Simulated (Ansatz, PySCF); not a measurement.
Process, species as SMILES: [InH2] (InH2) -> [InH2] (InH2) as singlet, charge +1 + e-
Each molecule is optimised on its own at B3LYP-D3(BJ)/def2-TZVP (Ansatz, a program for electronic structure).

Wanted: adiabatic ionisation energy (0 K, with B3LYP-D3(BJ) harmonic zero-point energies from PySCF), in eV. Valence correlation only, unless marked. Open shells are spin-unrestricted. No spin-orbit coupling. Frozen are the shells of the preceding noble gas and the d and f shells that filled before the atom's block. Past Kr the def2 sets carry scalar-relativistic core potentials. Basis-set limits of correlation are two-point, X^-3; Hartree-Fock from the larger set.

```csv
level,program,adiabatic ionisation energy (eV)
BLYP-D4/def2-TZVPD,Ansatz + dftd4,6.69
B97M-V/def2-TZVPD,Ansatz,…
PBE0-D4/def2-TZVP,Ansatz + dftd4,…
HSE06-D3(BJ)/def2-TZVPD,Ansatz + dftd3,6.69
LC-wPBE/def2-TZVPD,Ansatz,…
wB97X-V/def2-TZVPD,Ansatz,6.61
CCSD/def2-QZVPPD,Ansatz,…
"CCSD(T)/CBS(def2-TZVPPD,def2-QZVPPD)",Ansatz,6.61
```

Q: Some entries are withheld; supply them.

A: 
- B97M-V/def2-TZVPD, adiabatic ionisation energy (eV): 6.70
- PBE0-D4/def2-TZVP, adiabatic ionisation energy (eV): 6.71
- LC-wPBE/def2-TZVPD, adiabatic ionisation energy (eV): 6.74
- CCSD/def2-QZVPPD, adiabatic ionisation energy (eV): 6.58
